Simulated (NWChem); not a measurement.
System: C₂H₅FOSi; SMILES O=CC[SiH2]F

The following NWChem deck was run.

```
start job
memory heap 200 mb stack 900 mb global 1100 mb
geometry units angstroms noautoz
  O      0.273392    -2.364889     0.528821
  C      0.377843    -1.533846    -0.347377
  C     -0.669015    -0.498567    -0.661819
  Si    -0.412813     1.113099     0.301640
  F      0.959699     1.816689    -0.184039
  H      1.299772    -1.475163    -0.967300
  H     -0.677171    -0.263538    -1.733677
  H     -1.655083    -0.880841    -0.366736
  H     -0.317644     0.830332     1.752906
  H     -1.544071     2.029195     0.009264
end
basis spherical
  * library def2-svp
end
dft
  xc xwpbe 1.00 cpbe96 1.0 hfexch 1.00
  cam 0.5 cam_alpha 0.0 cam_beta 1.0
  iterations 150
  vectors input atomic output neutral.movecs
end
task dft energy
charge 1
dft
  odft
  mult 2
  vectors input atomic output cation.movecs
end
task dft energy
```

Output (shortened):

```
             Northwest Computational Chemistry Package (NWChem) 7.3.0
             --------------------------------------------------------

 C1  symmetry detected

                             Geometry "geometry" -> ""
                             -------------------------

 Output coordinates in angstroms (scale by  1.889725989 to convert to a.u.)

  No.       Tag          Charge          X              Y              Z
 ---- ---------------- ---------- -------------- -------------- --------------
    1 O                    8.0000     0.27923514    -2.38975192     0.52073917
    2 C                    6.0000     0.41186270    -1.54470571    -0.33808110
    3 C                    6.0000    -0.63605960    -0.52240234    -0.68928292
    4 Si                  14.0000    -0.45455277     1.07936837     0.30708342
    5 F                    9.0000     0.92767707     1.81227511    -0.10157361
    6 H                    1.0000     1.36166098    -1.46204843    -0.91145036
    7 H                    1.0000    -0.59619082    -0.27229289    -1.75700970
    8 H                    1.0000    -1.62860372    -0.92500068    -0.44781196
    9 H                    1.0000    -0.42512630     0.77755750     1.75733567
   10 H                    1.0000    -1.58579474     1.98081505    -0.02779826

 Effective nuclear repulsion energy (a.u.)     220.7001549319

  pbe96 is a nonlocal functional; adding pw91lda local functional.

                                 NWChem DFT Module
                                 -----------------

 Summary of "ao basis" -> "ao basis" (spherical)
 ------------------------------------------------------------------------------
       Tag                 Description            Shells   Functions and Types
 ---------------- ------------------------------  ------  ---------------------
 O                          def2-svp                 6       14   3s2p1d
 C                          def2-svp                 6       14   3s2p1d
 Si                         def2-svp                 8       18   4s3p1d
 F                          def2-svp                 6       14   3s2p1d
 H                          def2-svp                 3        5   2s1p

            General Information
            -------------------
          SCF calculation type: DFT
          Wavefunction type:  closed shell.
          No. of atoms     :    10
          No. of electrons :    48
           Alpha electrons :    24
            Beta electrons :    24
          Charge           :     0
          Spin multiplicity:     1
          Use of symmetry is: off; symmetry adaption is: off
          Maximum number of iterations: 150
          AO basis - number of functions:    99
                     number of shells:    47
          Convergence on energy requested:  1.00D-06
          Convergence on density requested:  1.00D-05
          Convergence on gradient requested:  5.00D-04

              XC Information
              --------------
                     Hartree-Fock (Exact) Exchange  1.000
                     LC-wPBE(h)Exchange Functional  1.000
            Perdew 1991 LDA Correlation Functional  1.000 local
           PerdewBurkeErnz. Correlation Functional  1.000 non-local

           Range-Separation Parameters
           ---------------------------
           Alpha           :  0.00
           Beta            :  1.00
           Gamma           :  0.50
           Short-Range HF  :     F

             Grid Information
             ----------------
          Grid used for XC integration:  medium
          Radial quadrature: Mura-Knowles
          Angular quadrature: Lebedev.
          Tag              B.-S. Rad. Rad. Pts. Rad. Cut. Ang. Pts.
          ---              ---------- --------- --------- ---------
          O                   0.60       49          12.0       434
          C                   0.70       49          11.0       434
          Si                  1.10       88          10.0       590
          F                   0.50       49          10.0       434
          H                   0.35       45          12.0       434
          Grid pruning is: on
          Number of quadrature shells:   509
          Spatial weights used:  Erf1

      Superposition of Atomic Density Guess
      -------------------------------------

 Sum of atomic energies:        -540.46822567

      Non-variational initial energy
      ------------------------------

 Total energy =    -542.460298
 1-e energy   =   -1184.631281
 2-e energy   =     421.470828
 HOMO         =      -0.327655
 LUMO         =      -0.022261

   convergence    iter        energy       DeltaE   RMS-Dens  Diis-err
 ---------------- ----- ----------------- --------- --------- ---------
 d= 0,ls=0.0,diis     1   -543.1441973360 -7.64D+02  1.45D-02  1.24D+00
 d= 0,ls=0.0,diis     2   -543.1641364574 -1.99D-02  7.23D-03  1.47D+00
 d= 0,ls=0.0,diis     3   -543.2909052772 -1.27D-01  1.03D-03  1.59D-02
 d= 0,ls=0.0,diis     4   -543.2929218673 -2.02D-03  5.64D-04  4.48D-03
 d= 0,ls=0.0,diis     5   -543.2933733353 -4.51D-04  2.75D-04  3.06D-04
  Resetting Diis
 d= 0,ls=0.0,diis     6   -543.2934392392 -6.59D-05  1.39D-04  4.48D-05
 d= 0,ls=0.0,diis     7   -543.2934497333 -1.05D-05  3.80D-05  3.81D-06
 d= 0,ls=0.0,diis     8   -543.2934504348 -7.02D-07  9.07D-06  1.73D-06

         Total DFT energy =     -543.293450434830
      One electron energy =    -1187.843075468031
           Coulomb energy =      476.290114962797
    Exchange-Corr. energy =      -52.440644861544
 Nuclear repulsion energy =      220.700154931948

 Numeric. integr. density =       48.000008419487

                       DFT Final Molecular Orbital Analysis
                       ------------------------------------

 Vector   22  Occ=2.000000D+00  E=-4.839468D-01
              MO Center= -6.2D-01,  1.2D+00,  5.8D-01, r^2= 2.8D+00
   Bfn.  Coefficient  Atom+Function         Bfn.  Coefficient  Atom+Function
  ----- ------------  ---------------      ----- ------------  ---------------
    95     -0.311429  10 H  s                90      0.308720   9 H  s
    96     -0.215483  10 H  s                91      0.203089   9 H  s
    52      0.197299   4 Si pz               66      0.188026   5 F  pz
    51     -0.140940   4 Si py               65     -0.141094   5 F  py
    69     -0.138948   5 F  pz               50      0.129265   4 Si px

 Vector   23  Occ=2.000000D+00  E=-4.626367D-01
              MO Center= -2.9D-01, -4.0D-01, -1.6D-02, r^2= 3.5D+00
   Bfn.  Coefficient  Atom+Function         Bfn.  Coefficient  Atom+Function
  ----- ------------  ---------------      ----- ------------  ---------------
    33      0.251989   3 C  py               34      0.231353   3 C  pz
     6     -0.228341   1 O  pz                5     -0.206217   1 O  py
    31      0.198181   3 C  s                36      0.189312   3 C  py
    51     -0.173558   4 Si py               37      0.162890   3 C  pz
    52     -0.155703   4 Si pz                9     -0.149165   1 O  pz

 Vector   24  Occ=2.000000D+00  E=-3.974686D-01
              MO Center=  2.6D-01, -1.9D+00,  1.0D-01, r^2= 2.1D+00
   Bfn.  Coefficient  Atom+Function         Bfn.  Coefficient  Atom+Function
  ----- ------------  ---------------      ----- ------------  ---------------
     4      0.520281   1 O  px                7      0.381711   1 O  px
    75     -0.249482   6 H  s                31      0.236561   3 C  s
    33     -0.203468   3 C  py                5     -0.169367   1 O  py
    76     -0.168389   6 H  s                36     -0.166457   3 C  py
    18     -0.156139   2 C  px               32      0.147455   3 C  px

 Vector   25  Occ=0.000000D+00  E= 6.697011D-02
              MO Center=  1.1D-01, -1.1D+00, -4.2D-02, r^2= 3.5D+00
   Bfn.  Coefficient  Atom+Function         Bfn.  Coefficient  Atom+Function
  ----- ------------  ---------------      ----- ------------  ---------------
    53      0.443832   4 Si px               23      0.392636   2 C  pz
    96      0.354863  10 H  s                22      0.322027   2 C  py
    20      0.309579   2 C  pz               86      0.309955   8 H  s
     9     -0.276250   1 O  pz                8     -0.267759   1 O  py
     6     -0.255545   1 O  pz               19      0.248118   2 C  py

 Vector   26  Occ=0.000000D+00  E= 1.215509D-01
              MO Center= -5.6D-01,  7.9D-01,  2.8D-01, r^2= 4.1D+00
   Bfn.  Coefficient  Atom+Function         Bfn.  Coefficient  Atom+Function
  ----- ------------  ---------------      ----- ------------  ---------------
    53      0.850250   4 Si px               54      0.683407   4 Si py
    31      0.651603   3 C  s                63     -0.478624   5 F  s
    91      0.353585   9 H  s                46     -0.324434   4 Si s
    55     -0.324166   4 Si pz               45      0.248659   4 Si s
    81     -0.238984   7 H  s                86     -0.207935   8 H  s

 Vector   27  Occ=0.000000D+00  E= 1.443102D-01
              MO Center= -4.8D-01,  5.7D-01, -3.6D-01, r^2= 5.4D+00
   Bfn.  Coefficient  Atom+Function         Bfn.  Coefficient  Atom+Function
  ----- ------------  ---------------      ----- ------------  ---------------
    31      2.243768   3 C  s                81     -0.972606   7 H  s
    54      0.930234   4 Si py               55      0.796987   4 Si pz
    86     -0.508974   8 H  s                96     -0.503511  10 H  s
    53     -0.385912   4 Si px               91     -0.375512   9 H  s
    46     -0.348972   4 Si s                21      0.317425   2 C  px

     Multipole analysis of the density
     ---------------------------------

     L   x y z        total         alpha         beta         nuclear
     -   - - -        -----         -----         ----         -------
     0   0 0 0     -0.000000    -24.000000    -24.000000     48.000000

[...]
```

Level: LC-wPBE (HJS exchange hole, range parameter 0.5 per bohr)/def2-SVP, vertical spin-unrestricted ions. Structure relaxed at the B3LYP/6-31G* (spherical d) level.
